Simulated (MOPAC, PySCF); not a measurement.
H₅ClOSi₂, SMILES `O([SiH2]Cl)[SiH3]` (Si–O–Si–Cl torsion 41°), neutral singlet in the gas phase. 

Cartesian coordinates (Å):
SMILES: [SiH3]O[SiH2]Cl
```xyz
9

Si     1.5052    -0.3145     0.3483
O     -0.0962    -0.0115     0.5580
Si    -1.5003     0.3777    -0.1482
Cl    -1.7022    -0.6291    -1.9258
H      2.1803     0.8965    -0.1857
H      2.0716    -0.6636     1.6728
H      1.6888    -1.4426    -0.5977
H     -1.5398     1.8235    -0.4578
H     -2.6073    -0.0363     0.7361
```
Charge 0, multiplicity 1.

All levels are single points at this geometry (PBE0-D4/def2-TZVP); Pople sets use spherical d functions. Orbital energies aren't observables, and empty levels follow the basis.

PBE-D3(BJ)/def2-TZVP in PySCF gives gap (eV) = 6.41.

**Question.** Estimate the gap (eV) from each of these levels: PBE0-D4/def2-TZVP in PySCF; B3LYP/6-311+G** in PySCF; B3LYP/6-31G* in PySCF; M06-2X/6-31G* in PySCF; SVWN5/6-31G* in PySCF; HF/3-21G in PySCF; HF/6-31G* in PySCF; PM7 in MOPAC.

**Answer.** 
| level | gap (eV) |
|---|---|
| PBE0-D4/def2-TZVP in PySCF | 8.68 |
| B3LYP/6-311+G** in PySCF | 8.06 |
| B3LYP/6-31G* in PySCF | 8.52 |
| M06-2X/6-31G* in PySCF | 11.07 |
| SVWN5/6-31G* in PySCF | 6.42 |
| HF/3-21G in PySCF | 16.11 |
| HF/6-31G* in PySCF | 15.63 |
| PM7 in MOPAC | 10.88 |
